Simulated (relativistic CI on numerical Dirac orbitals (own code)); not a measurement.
# Ligand-field terms of d3

Computed with a parametric ligand-field model of a d^n configuration (Racah B and C, spin-orbit zeta, crystal field), exact diagonalisation.

Field parameters in Wybourne normalisation: D3d B²₀ = −7Dσ, B⁴₀ = −14Dq − 21Dτ, B⁴₃ = −14√(10/7) Dq; D4h B²₀ = −7Ds, B⁴₀ = 21(Dq − Dt), B⁴₄ = 21√(5/14) Dq; Oh B⁴₀ = 21Dq, B⁴₄ = √(5/14) B⁴₀. The field is a parameter set, without covalency.

Question: Ground term and bands for B = 950, C = 3480, ζ = 0 cm⁻¹, Oh, 10Dq = 21100 cm⁻¹?

Answer: Ground term 4A2 with 0.00 electrons in the two orbitals of the cubic e set. Spin-allowed: 4T2 21100 cm⁻¹ (474 nm), 4T1 30298 cm⁻¹ (330 nm), 4T1 47252 cm⁻¹ (212 nm). Lowest spin-forbidden: 2E 17323 cm⁻¹ (577 nm), 2T1 18226 cm⁻¹ (549 nm), 2T2 26121 cm⁻¹ (383 nm). With an A2 ground term the first spin-allowed band lies at |10Dq| itself.

Question: Ground term and bands for B = 440, C = 1660, ζ = 0 cm⁻¹, D3d, 10Dq = 31700, Dσ = -1200, Dτ = -180 cm⁻¹?

Answer: Ground term 4A2 with 0.00 electrons in the two orbitals of the cubic e set. Spin-allowed: 4E 29357 cm⁻¹ (341 nm), 4A1 32686 cm⁻¹ (306 nm), 4E 36345 cm⁻¹ (275 nm), 4A2 37378 cm⁻¹ (268 nm). Lowest spin-forbidden: 2E 6123 cm⁻¹ (1633 nm), 2E 8591 cm⁻¹ (1164 nm), 2A2 8932 cm⁻¹ (1120 nm).

Question: A d3 ion in Oh symmetry has the ground term 4A2 and bands at 4T2 6000 cm⁻¹ (1667 nm), 4T1 10172 cm⁻¹ (983 nm), 2E 14380 cm⁻¹ (695 nm), 2T1 15092 cm⁻¹ (663 nm), 2A1 18420 cm⁻¹ (543 nm), 4T1 19978 cm⁻¹ (501 nm). Which parameters reproduce them?

Answer: B = 810, C = 3060, ζ = 0 cm⁻¹, Oh, 10Dq = 6000 cm⁻¹.

Question: Ground term and bands for B = 330, C = 1690, ζ = 0 cm⁻¹, D4h, 10Dq = 18550, Ds = 2860, Dt = 550 cm⁻¹?

Answer: Ground term 4B1 with 0.00 electrons in the two orbitals of the cubic e set. Spin-allowed: 4A2 8177 cm⁻¹ (1223 nm), 4E 10965 cm⁻¹ (912 nm), 4B2 18550 cm⁻¹ (539 nm), 4E 26523 cm⁻¹ (377 nm). Lowest spin-forbidden: 2E 3980 cm⁻¹ (2512 nm), 2A1 7421 cm⁻¹ (1348 nm), 2B1 7704 cm⁻¹ (1298 nm).

Question: Ground term and bands for B = 570, C = 2960, ζ = 0 cm⁻¹, D4h, 10Dq = 33350, Ds = -1240, Dt = -380 cm⁻¹?

Answer: Ground term 4B1 with 0.00 electrons in the two orbitals of the cubic e set. Spin-allowed: 4B2 33350 cm⁻¹ (300 nm), 4E 34876 cm⁻¹ (287 nm), 4E 41534 cm⁻¹ (241 nm), 4A2 46583 cm⁻¹ (215 nm). Lowest spin-forbidden: 2B1 13428 cm⁻¹ (745 nm), 2E 13434 cm⁻¹ (744 nm), 2A1 13502 cm⁻¹ (741 nm).
